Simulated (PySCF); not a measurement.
CH10ClNSi3.
Geometry (GFN2-xTB, Å), atoms numbered from 1 in this order:
```
atom  x, y, z in Å
N1     1.7624   -0.8895   -0.9422
Si2    1.3965   -0.3918    0.6657
C3    -0.3948    0.2667    0.6250
Si4   -1.6634   -1.0457    0.0966
Si5   -0.5763    1.8550   -0.3905
Cl6    0.4977    3.3362    0.4671
H7     2.7067   -1.1700   -1.1496
H8     1.1164   -1.4974   -1.4191
H9     2.3879    0.6384    0.9748
H10    1.4660   -1.4447    1.6969
H11   -0.6313    0.5200    1.6630
H12   -1.5014   -1.3709   -1.3251
H13   -1.4880   -2.2686    0.8869
H14   -3.0258   -0.5443    0.3000
H15   -1.9662    2.3197   -0.4017
H16   -0.0939    1.6958   -1.7592
```

The closed-shell SCF was solved with PySCF and density fitting under several settings on one GFN2-xTB geometry (grid level 2 and gas phase unless stated).

| settings | basis functions | SCF cycles | E (Eh) | HOMO (eV) | LUMO (eV) | dipole (D) |
| --- | --- | --- | --- | --- | --- | --- |
| B3LYP/def2-SVPD | 219 | 12 | -1427.2394 | -7.37 | -0.40 | 2.15 |
| HCTH407/ANO-RCC-VDZP | 150 | 13 | -1427.0533 | -6.21 | -0.95 | 2.11 |
| BHandHLYP/pcSseg-1 | 180 | 11 | -1427.5061 | -8.88 | 0.87 | 2.47 |

Estimate the rows for these settings: (1) PW91/pcSseg-1, fitting basis def2-universal-jkfit; (2) PBE0/pcSseg-1, fitting basis def2-universal-jkfit.

```tsv
settings	basis functions	SCF cycles	E (Eh)	HOMO (eV)	LUMO (eV)	dipole (D)
PW91/pcSseg-1, fitting basis def2-universal-jkfit	180	11	-1427.4711	-6.15	-0.92	2.30
PBE0/pcSseg-1, fitting basis def2-universal-jkfit	180	10	-1426.9346	-7.54	-0.06	2.41
```

Over all rows, what range does the HOMO–LUMO gap span?

From 5.23 eV (PW91/pcSseg-1, fitting basis def2-universal-jkfit) to 9.75 eV (BHandHLYP/pcSseg-1). The functional of the narrowest has no exact exchange, that of the widest 50 % exact exchange.

Cycle counts include a coarse-grid stage where the run had one. ANO-RCC sets were contracted for a scalar-relativistic Hamiltonian, but ran non-relativistically here.

One conformer stands for the species.
